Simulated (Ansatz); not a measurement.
```yaml
crystal:
  periodic: [false, false, false]
  atoms:
    - {symbol: Cl, position_ang: [-0.631039, 0.808995, 2.288773]}
    - {symbol: C, position_ang: [0.458711, 0.349114, 0.964820]}
    - {symbol: C, position_ang: [0.166206, 0.773213, -0.354342]}
    - {symbol: B, position_ang: [-0.331649, 0.221309, -1.507638]}
    - {symbol: B, position_ang: [-0.071090, -0.718445, -0.094052]}
    - {symbol: H, position_ang: [1.479950, 0.317812, 1.326880]}
    - {symbol: H, position_ang: [-0.690449, 0.067828, -2.614300]}
    - {symbol: H, position_ang: [-0.288440, -1.876926, -0.066141]}
basis:
  gaussian: {orbitals: def2-mTZVPP}
magnetization: {spin_polarized: true, initial_magnetization: 6}
hamiltonian: {xc: {name: PBE-QIDH}, pseudopotentials: {relativity: none}}
```

```sh
$ ansatz run in.yaml --threads 2 --pin off --events-out ev --progress --plain --max-ram 4352MiB
```

Output, abridged:

```
Functional definition: PBE-QIDH
1088 factors; integrals over basis functions are off by at most 9.2e-4 eV
mean field evaluation 1: about -15945.2660 eV, gradient 4.9e1 eV
mean field evaluation 2: about -15945.4203 eV, gradient 4.9e1 eV
mean field evaluation 4: about -15961.3389 eV, gradient 6.2e0 eV
mean field evaluation 8: about -15962.3673 eV, gradient 8.7e-1 eV
mean field evaluation 16: about -15962.6481 eV, gradient 1.4e0 eV
mean field evaluation 32: about -15962.6237 eV, gradient 8.9e-1 eV
mean field evaluation 96: about -15962.6678 eV, gradient 1.7e0 eV
mean field -15962.80171589 eV, -586.6221430835 hartree, gradient 2.6e-6 eV, S^2 12.031761; 6 other end points of the search recorded, 0 dependent functions left out
9 core orbitals not correlated: weight in the atoms' cores, before any rotation towards them, 1.000 or more for the frozen orbitals, at most 0.000 for the correlated occupied ones
reference -15962.80173138 eV, -586.6221436527 hartree; 15, 9 occupied and 94, 100 virtual orbitals, 1088 factors
second order -16.84913211 eV of doubles, -0.00000000 eV of singles
Total energy: -15968.41810875 eV, -586.8285417141 hartree
```

Problem. What is wrong with this run?

Solution. The spin is set far too high for this molecule. Self-consistency was reached. The result belongs to that input, not to the molecule as meant.
